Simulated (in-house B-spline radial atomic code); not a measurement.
Checks on a self-consistent run for Ho3+, [Kr] 4d10 4f11 5s2 (5p1/2)2 (5p3/2)3. Method: Dirac-Hartree-Fock, average of the jj configuration, Fermi nucleus of rms radius 5.2022 fm. Calculated with a B-spline radial code for spherical atoms.

| orbital | q | ε (Eh) | <1/r> | <r²> | small-component weight |
| --- | --- | --- | --- | --- | --- |
| 1s1/2 | 2 | -2057.22844 | 76.0366 | 0.000588082 | 0.062738 |
| 2s1/2 | 2 | -349.49503 | 18.269 | 0.0090973 | 0.013999 |
| 2p1/2 | 2 | -331.89049 | 18.2008 | 0.00659717 | 0.014007 |
| 2p3/2 | 4 | -300.31534 | 15.8765 | 0.00781426 | 0.012899 |
| 3s1/2 | 2 | -80.81519 | 6.69717 | 0.0599221 | 0.0045149 |
| 3p1/2 | 2 | -73.12238 | 6.59976 | 0.0557111 | 0.0044418 |
| 3p3/2 | 4 | -66.40148 | 6.01094 | 0.0624989 | 0.0041356 |
| 3d3/2 | 4 | -53.39635 | 5.87725 | 0.0495286 | 0.0039933 |
| 3d5/2 | 6 | -51.94459 | 5.73247 | 0.0514171 | 0.0039047 |
| 4s1/2 | 2 | -17.73679 | 2.77044 | 0.304726 | 0.0014112 |
| 4p1/2 | 2 | -14.62959 | 2.6594 | 0.320085 | 0.0013295 |
| 4p3/2 | 4 | -13.10666 | 2.4657 | 0.356999 | 0.0012248 |
| 4d3/2 | 4 | -7.96395 | 2.23897 | 0.407959 | 0.001044 |
| 4d5/2 | 6 | -7.68120 | 2.18945 | 0.422688 | 0.0010134 |
| 4f5/2 | 4.7143 | -1.55597 | 1.65403 | 0.801688 | 0.00062256 |
| 4f7/2 | 6.2857 | -1.51324 | 1.63303 | 0.826073 | 0.00061004 |
| 5s1/2 | 2 | -3.23865 | 1.02585 | 1.85866 | 0.00027433 |
| 5p1/2 | 2 | -2.32320 | 0.914711 | 2.30245 | 0.00022334 |
| 5p3/2 | 3 | -2.12827 | 0.852044 | 2.59648 | 0.00019947 |

Electron-electron repulsion V_ee = 4612.5168 hartree.

Task: What total energy follows from the eigenvalues?

Result: The eigenvalues count the repulsion twice, so E = Σqε - V_ee = -8006.681 - 4612.517 = -12619.198 hartree; the run printed -12619.198.

Task: Does the Dirac virial theorem hold?

Result: For a point nucleus E = -2c²Σq·w, with w the small-component weight. Here Σq·w = 0.33594 and c = 137.0360, so the ratio E/(-2c²Σq·w) is 1.000164; the finite nucleus accounts for the departure from 1.

Task: What diamagnetic shielding (Lamb formula) and susceptibility (Langevin formula) do the radii give?

Result: σ = (α²/3)Σq<1/r> = 464.375/(3·137.036²) = 8242.9 ppm, and χ = -0.79199×10⁻⁶·Σq<r²> = -26.12×10⁻⁶ cm³/mol with Σq<r²> = 32.981 bohr². Both are non-relativistic formulas without the paramagnetism of open shells; for so heavy an element the full relativistic shielding is larger by tens of per cent.
